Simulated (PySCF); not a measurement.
Radial density of Sr²²⁺ (strontium, charge +22)

TPSS, [Ne] 3s2 3p4, high-spin 3P determinant. All numbers are calculated (PySCF 2.14, no relativity, point nucleus, in an even-tempered Gaussian basis (17 s from 2.1 bohr⁻², ratio 2.5; 11 p from 2.7 bohr⁻², ratio 2.5; 5 d from 14 bohr⁻², ratio 2.7; 4 f from 21 bohr⁻², ratio 2.7)).

```json
{"r (bohr)": "0.000580", "4πr²ρ (e/bohr)": "0.1546", "4πr²(ρα − ρβ)": "0.0000"}
{"r (bohr)": "0.000975", "4πr²ρ (e/bohr)": "0.4243", "4πr²(ρα − ρβ)": "0.0000"}
{"r (bohr)": "0.00164", "4πr²ρ (e/bohr)": "1.141", "4πr²(ρα − ρβ)": "0.0001"}
{"r (bohr)": "0.00276", "4πr²ρ (e/bohr)": "2.966", "4πr²(ρα − ρβ)": "0.0002"}
{"r (bohr)": "0.00464", "4πr²ρ (e/bohr)": "7.274", "4πr²(ρα − ρβ)": "0.0008"}
{"r (bohr)": "0.00780", "4πr²ρ (e/bohr)": "16.19", "4πr²(ρα − ρβ)": "0.0038"}
{"r (bohr)": "0.0131", "4πr²ρ (e/bohr)": "30.65", "4πr²(ρα − ρβ)": "0.0213"}
{"r (bohr)": "0.0221", "4πr²ρ (e/bohr)": "44.62", "4πr²(ρα − ρβ)": "0.1161"}
{"r (bohr)": "0.0371", "4πr²ρ (e/bohr)": "44.81", "4πr²(ρα − ρβ)": "0.5158"}
{"r (bohr)": "0.0625", "4πr²ρ (e/bohr)": "39.34", "4πr²(ρα − ρβ)": "1.5155"}
{"r (bohr)": "0.105", "4πr²ρ (e/bohr)": "53.39", "4πr²(ρα − ρβ)": "1.8775"}
{"r (bohr)": "0.177", "4πr²ρ (e/bohr)": "39.05", "4πr²(ρα − ρβ)": "0.0111"}
{"r (bohr)": "0.297", "4πr²ρ (e/bohr)": "17.06", "4πr²(ρα − ρβ)": "3.8203"}
{"r (bohr)": "0.500", "4πr²ρ (e/bohr)": "13.82", "4πr²(ρα − ρβ)": "4.4293"}
{"r (bohr)": "0.841", "4πr²ρ (e/bohr)": "0.7253", "4πr²(ρα − ρβ)": "0.2279"}
{"r (bohr)": "1.41", "4πr²ρ (e/bohr)": "0.001444", "4πr²(ρα − ρβ)": "0.0005"}
```

A non-relativistic calculation at this Z misses sizeable relativistic shifts. Spin-orbit coupling is strong in this species (close to jj coupling), so the high-spin LS determinant is a model state, not a physical level.
